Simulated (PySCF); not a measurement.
## Al²⁺: excitation energy

Al²⁺ [Ne] 3s1 (2S) → Al²⁺ [Ne] 3d1 (2D), as a difference of total energies. Computed with PySCF 2.14 in aug-cc-pVDZ-DK (5s4p2d, 27 functions), with the spin-free X2C one-electron Hamiltonian (Gaussian nucleus). The calculations carry no spin-orbit coupling.

```csv
method,excitation energy (cm⁻¹)
UHF,118710
LDA,118790
PBE0,116650
r2SCAN,115710
M06,111040
M06-L,108310
B3LYP,117480
```

Estimate what TPSSh gives.

114770 cm⁻¹, closest to r2SCAN among the rows shown.

Estimate what PBE gives.

115630 cm⁻¹, closest to r2SCAN among the rows shown.

The promoted electron is Rydberg-like, and one or two diffuse shells describe it only roughly, which tends to raise the upper state.
